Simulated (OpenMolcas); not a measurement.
# Lines of O+: computed and rescaled rates

```json
{"Program": "OpenMolcas 26.06", "Method": "SS-CASPT2, IPEA 0.25 Eh, imaginary shift 0.1 Eh (closed shells correlated: 1s)", "Basis": "ANO-RCC-VQZP [5s4p3d2f1g]", "Scalar Hamiltonian": "DKH2, point nucleus", "Active space": "5 electrons in 8 orbitals (2s 2p 3s 3p)", "State averaging": "2S+1 = 4 odd, 1 root; 2S+1 = 2 odd, 8 roots; 2S+1 = 4 even, 3 roots; 2S+1 = 2 even, 9 roots", "Spin-orbit coupling": "state interaction with AMFI integrals over the reference wave functions, term energies averaged over their components"}
```

Rates come from the transition moments of the reference wave functions (E1 and E2 in the length form). At fixed line strength A goes as λ^-3 for E1 and M1 and as λ^-5 for E2, so a rate at the computed wavelength can be rescaled to the measured one. Measured vacuum wavelengths follow from level energies in NIST Handbook of Basic Atomic Spectroscopic Data. Branching counts decays inside the model space alone, at computed energies, and the table is only a selection of the E2 and M1 lines, drawn from those between levels with measured partners whose computed energy lies within a factor of 1.5 of the measured one.

```csv
Upper,Lower,Type,λ computed (nm),λ measured (nm),A computed (s-1),A rescaled (s-1),Branching %
2s² 2p³ ²P°_3/2,2s² 2p³ ²D°_5/2,E2,748.5,732.2,9.82e-02,1.10e-01,44.6
2s² 2p³ ²P°_1/2,2s² 2p³ ²D°_3/2,E2,748.3,733.2,8.43e-02,9.33e-02,49.0
2s² 2p³ ²P°_3/2,2s² 2p³ ⁴S°_3/2,M1,244.7,247.1,5.62e-02,,25.5
2s² 2p³ ²P°_1/2,2s² 2p³ ²D°_5/2,E2,748.8,732.1,5.59e-02,6.26e-02,32.5
2s² 2p³ ²P°_3/2,2s² 2p³ ²D°_3/2,E2,748,733.3,4.21e-02,4.65e-02,19.1
2s² 2p³ ²P°_1/2,2s² 2p³ ⁴S°_3/2,M1,244.7,247.1,2.25e-02,,13.0
2s² 2p³ ²P°_3/2,2s² 2p³ ²D°_3/2,M1,748,733.3,1.52e-02,,6.9
2s² 2p³ ²P°_1/2,2s² 2p³ ²D°_3/2,M1,748.3,733.2,9.48e-03,,5.5
2s² 2p³ ²P°_3/2,2s² 2p³ ²D°_5/2,M1,748.5,732.2,8.53e-03,,3.9
2s² 2p³ ²D°_5/2,2s² 2p³ ⁴S°_3/2,E2,363.6,373,4.41e-05,,99.5
2s² 2p³ ²D°_3/2,2s² 2p³ ⁴S°_3/2,E2,363.7,372.7,2.83e-05,,68.1
2s² 2p³ ²D°_3/2,2s² 2p³ ⁴S°_3/2,M1,363.7,372.7,1.32e-05,,31.9
```

Spin-changing lines and M1 lines between different terms are not rescaled, since their strength hangs on the term gaps too.

The largest correction is for 2s² 2p³ ²P°_1/2 → 2s² 2p³ ²D°_5/2 (E2): 5.59e-02 × (748.8 / 732.1)^5 = 6.26e-02 s-1, a factor of 1.12.

The computed order of these levels differs from the measured one in 2 places, and where term gaps are wrong the rates of spin-changing lines can be off by large factors.

No measured rate stands beside these. Rescaling mends the energy factor alone: line strengths can still be far off where a level mixes with configurations outside the active space, and weak or spin-changing lines hang on small mixing coefficients that depend on the term gaps too, so rescaling need not improve them.

Term energies are means over components that CASPT2 splits; among the terms shown or strongly mixed into the levels shown the widest spread is 50 cm-1 (2s² 2p³ ²D°). The run also gave levels led by 2s² 2p² 3s, which use shells meant for correlation; these and all levels above them are left out. Computed and measured levels are paired by configuration, term and J; levels that our copy of the source lacks, or whose pairing is in doubt (as where it misses far off the trend of its configuration), stay unpaired. Only configurations of the active space appear.

° marks odd parity.
